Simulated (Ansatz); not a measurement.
One change: `C=N[SiH2][GeH3]` becomes `C=N[SiH2]F`.

Ansatz, PBE0-D4/def2-TZVP geometries, multiplicity 1. Each molecule was computed in one conformer, which needn't be the lowest.

Scalar relativity is left out up to krypton.

| property | `C=N[SiH2][GeH3]` |
| --- | --- |
| HOMO energy (PBE0/def2-TZVPP) / eV | -7.29 |
| HOMO–LUMO gap (ωB97M-V/def2-TZVPP) / eV | 10.73 |
| HOMO–LUMO gap (PBE/def2-TZVPP) / eV | 3.71 |
| HOMO energy (ωB97M-V/def2-TZVPP) / eV | -9.64 |
| size of the dipole moment (ωB97M-V/def2-TZVPP) / D | 1.54 |
| LUMO energy (PBE0/def2-TZVPP) / eV | -1.09 |

Task: What does the change do to each property? (Estimate.)

Result: Ansatz gave: 
```json
{"property": "HOMO energy (PBE0/def2-TZVPP) / eV", "`C=N[SiH2]F`": "-7.55", "shift": "-0.26"}
{"property": "HOMO–LUMO gap (ωB97M-V/def2-TZVPP) / eV", "`C=N[SiH2]F`": "10.92", "shift": "0.19"}
{"property": "HOMO–LUMO gap (PBE/def2-TZVPP) / eV", "`C=N[SiH2]F`": "3.76", "shift": "0.05"}
{"property": "HOMO energy (ωB97M-V/def2-TZVPP) / eV", "`C=N[SiH2]F`": "-9.90", "shift": "-0.26"}
{"property": "size of the dipole moment (ωB97M-V/def2-TZVPP) / D", "`C=N[SiH2]F`": "1.25", "shift": "-0.29"}
{"property": "LUMO energy (PBE0/def2-TZVPP) / eV", "`C=N[SiH2]F`": "-1.24", "shift": "-0.15"}
```

With PBE0 the HOMO falls by 0.26 eV and the LUMO falls by 0.15 eV, so the gap widens by about 0.11 eV. PBE moves the HOMO by -0.23 eV and ωB97M-V by -0.26 eV. Dipoles are sizes alone; their direction can turn.
